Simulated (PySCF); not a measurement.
# I²⁺ (iodine, charge +2) across methods

[Kr] 4d10 5s1 5p3 6s1, high-spin 6S determinant (an excited configuration). Calculation: PySCF 2.14, in aug-cc-pVTZ-PP with ECP28MDF (6s5p4d2f, 55 functions); a scalar-relativistic core potential. The B2PLYP total includes its PT2 part (frozen core); its orbital energies are those of the SCF part.

```csv
method,E (hartree),mean ε 5s α (eV),mean ε 5p α (eV),mean ε 6s α (eV),Σ⟨r²⟩ (bohr²),⟨S²⟩
r2SCAN,-293.8570,-43.057,-30.341,-13.264,53.75,8.752
UHF,-292.86866,-50.940,-34.974,-14.975,54.80,8.753
PBE0,-293.7508,-44.351,-31.141,-13.828,53.47,8.751
BP86,-293.8472,-41.936,-29.704,-13.525,53.01,8.751
PBE,-293.7155,-41.862,-29.633,-13.333,53.25,8.751
M06,-293.7678,-43.583,-30.675,-13.780,53.39,8.751
wB97X,-293.7465,-46.925,-33.293,-15.164,53.76,8.751
LDA,-293.2766,-42.014,-29.714,-13.576,52.98,8.751
```

Estimate the same row for B2PLYP.

E (hartree) = -293.4690; mean ε 5s α (eV) = -46.640; mean ε 5p α (eV) = -32.373; mean ε 6s α (eV) = -14.145; Σ⟨r²⟩ (bohr²) = 54.01; ⟨S²⟩ = 8.751.

Energies and moments cover only the electrons outside the core potential. The outer electron is Rydberg-like, and this basis confines it to a smaller radius and binds it less than a complete one would.
